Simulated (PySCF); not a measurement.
## SnN⁻ from Hartree–Fock to correlated methods

State: ¹Σ⁺ (singlet), closed shell. Set-up: Sn def2-TZVPPD with ECP28, N def2-TZVPPD; scalar-relativistic core potentials (PySCF 2.14). De refers to Sn⁻ + N in their high-spin ground configurations, without counterpoise correction. A positive dipole points towards N; it is taken about the centre of mass and depends on that origin.

```json
{"Level": "RHF", "Re (Å)": "1.837", "ωe (cm⁻¹)": "952", "De (eV)": "n/a", "μ (D)": "-5.58", "CPU s a point (SCF and correlation, without the integrals)": "0.87"}
{"Level": "RHF-MP2", "Re (Å)": "1.968", "ωe (cm⁻¹)": "588", "De (eV)": "4.79", "μ (D)": "n/a", "CPU s a point (SCF and correlation, without the integrals)": "1.3"}
{"Level": "RHF-SCS-MP2", "Re (Å)": "1.954", "ωe (cm⁻¹)": "628", "De (eV)": "4.65", "μ (D)": "n/a", "CPU s a point (SCF and correlation, without the integrals)": "n/a"}
{"Level": "RHF-CCSD", "Re (Å)": "1.880", "ωe (cm⁻¹)": "829", "De (eV)": "3.10", "μ (D)": "n/a", "CPU s a point (SCF and correlation, without the integrals)": "n/a"}
{"Level": "RHF-CCSD(T)", "Re (Å)": "1.905", "ωe (cm⁻¹)": "768", "De (eV)": "3.79", "μ (D)": "n/a", "CPU s a point (SCF and correlation, without the integrals)": "24"}
{"Level": "PBE", "Re (Å)": "1.898", "ωe (cm⁻¹)": "782", "De (eV)": "4.45", "μ (D)": "-4.34", "CPU s a point (SCF and correlation, without the integrals)": "2.3"}
{"Level": "TPSS", "Re (Å)": "1.894", "ωe (cm⁻¹)": "794", "De (eV)": "4.05", "μ (D)": "-4.34", "CPU s a point (SCF and correlation, without the integrals)": "3"}
{"Level": "r²SCAN", "Re (Å)": "1.880", "ωe (cm⁻¹)": "822", "De (eV)": "3.56", "μ (D)": "-4.44", "CPU s a point (SCF and correlation, without the integrals)": "3.2"}
{"Level": "r²SCANh", "Re (Å)": "1.872", "ωe (cm⁻¹)": "841", "De (eV)": "3.27", "μ (D)": "-4.59", "CPU s a point (SCF and correlation, without the integrals)": "3.4"}
{"Level": "PBE0", "Re (Å)": "1.868", "ωe (cm⁻¹)": "848", "De (eV)": "3.47", "μ (D)": "-4.74", "CPU s a point (SCF and correlation, without the integrals)": "5.2"}
{"Level": "M06", "Re (Å)": "1.882", "ωe (cm⁻¹)": "827", "De (eV)": "4.18", "μ (D)": "-4.85", "CPU s a point (SCF and correlation, without the integrals)": "3.6"}
{"Level": "HSE06", "Re (Å)": "1.872", "ωe (cm⁻¹)": "841", "De (eV)": "3.52", "μ (D)": "-4.72", "CPU s a point (SCF and correlation, without the integrals)": "5.5"}
{"Level": "MN15", "Re (Å)": "1.864", "ωe (cm⁻¹)": "862", "De (eV)": "3.73", "μ (D)": "-4.88", "CPU s a point (SCF and correlation, without the integrals)": "4.6"}
{"Level": "BHandHLYP", "Re (Å)": "1.854", "ωe (cm⁻¹)": "890", "De (eV)": "2.80", "μ (D)": "-5.18", "CPU s a point (SCF and correlation, without the integrals)": "2.3"}
```

Question: Which functional lies closest to RHF-CCSD(T) in De, which farthest, and by how much do they differ from it?

Answer: Closest is MN15 (-4.1 pm in Re, +12.2 % in ωe, -0.06 eV in De against RHF-CCSD(T) in the same basis), farthest BHandHLYP (-5.1 pm in Re, +15.9 % in ωe, -0.99 eV in De). CCSD(T) converges more slowly with the basis than the functionals do and binds too weakly in this one, so the order can change at the basis-set limit.

Question: What does the step from GGA to meta-GGA do here, going from PBE to r²SCAN?

Answer: r²SCAN less PBE: -1.8 pm in Re, +5.1 % in ωe, -0.89 eV in De. 

Question: What does second-order correlation do here, going from RHF to RHF-MP2?

Answer: RHF-MP2 less RHF: +13.1 pm in Re, -38.2 % in ωe. Correlation nearly always deepens the well. The bond lengthens, as in strong covalent bonds, where excitations into antibonding orbitals dominate.

Correlated steps freeze 5 core orbitals. Spin–orbit coupling is left out, which matters for elements this heavy, above all for dissociation energies. For an ion De counts to the pair picked by the measured ionisation energies or electron affinities, which need not be the lowest pair at this level. Where the molecule has an RHF reference, its open-shell atoms are computed with UHF. The highest Kohn–Sham level is positive in this anion. Much of that is self-interaction error, but it also means that the finite basis helps to hold the extra electron. The CCSD T1 diagnostic is raised, a sign that a single reference may not be enough here.

The whole job (state search and all levels along the bond) took about 7.5 min on 2 threads of Intel Xeon 6975P-C (shared host), peak memory 2.2 GiB.
